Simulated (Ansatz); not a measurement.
`CC[Si]O[SiH3]`, relaxed with RKS PBE-D4/def2-SVP in Ansatz 0.2.0 from a rough embedded geometry. The force threshold is 0.03 eV/Å; the program also tests the step.

The species carries charge 0 and has multiplicity 1.

Start:

```xyz
13

C     0.342    0.146    1.998
C     0.812    0.995    0.913
Si   -0.461    1.469   -0.330
O    -1.166    0.187   -1.211
Si   -0.779   -0.976   -2.274
H    -0.105   -0.843    1.671
H    -0.493    0.615    2.587
H     1.109   -0.122    2.699
H     1.598    0.507    0.400
H     1.229    1.928    1.338
H     0.341   -1.762   -1.785
H    -1.987   -1.820   -2.510
H    -0.440   -0.325   -3.497
```

| step | energy (eV) | largest force (eV/Å) | largest move (Å) |
| --- | --- | --- | --- |
| 1 | -19985.1968 | 2.957 | 0.000 |
| 2 | -19985.8027 | 1.119 | 0.191 |
| 3 | -19985.8893 | 0.361 | 0.119 |
| 4 | -19985.9089 | 0.235 | 0.103 |
| 5 | -19985.9513 | 0.138 | 0.200 |
| 6 | -19985.9646 | 0.096 | 0.141 |
| 7 (rejected) | -19985.8873 | 0.760 | 0.191 |
| 8 | -19985.9670 | 0.090 | 0.096 |
| 9 | -19985.9699 | 0.102 | 0.098 |
| 10 | -19985.9711 | 0.067 | 0.015 |
| 11 | -19985.9739 | 0.018 | 0.105 |
| 12 | -19985.9743 | 0.184 | 0.196 |
| 13 | -19985.9767 | 0.050 | 0.032 |
| 14 (rejected) | -19985.9761 | 0.095 | 0.076 |
| 15 | -19985.9778 | 0.027 | 0.036 |
| 16 | -19985.9790 | 0.058 | 0.097 |
| 17 | -19985.9796 | 0.085 | 0.092 |
| 18 | -19985.9800 | 0.043 | 0.005 |
| 19 | -19985.9803 | 0.016 | 0.032 |

End:

```xyz
13

C     0.138   -0.097    1.650
C     0.767    1.070    0.870
Si   -0.422    1.976   -0.364
O    -0.834    0.703   -1.397
Si   -0.631   -0.883   -1.921
H    -0.241   -0.895    0.978
H    -0.721    0.237    2.270
H     0.865   -0.578    2.338
H     1.639    0.710    0.271
H     1.173    1.832    1.571
H     0.732   -1.411   -1.556
H    -1.685   -1.752   -1.294
H    -0.780   -0.913   -3.415
```

Run time 17 s (4 threads of a server CPU on a shared host); peak host memory 0.18 GiB.
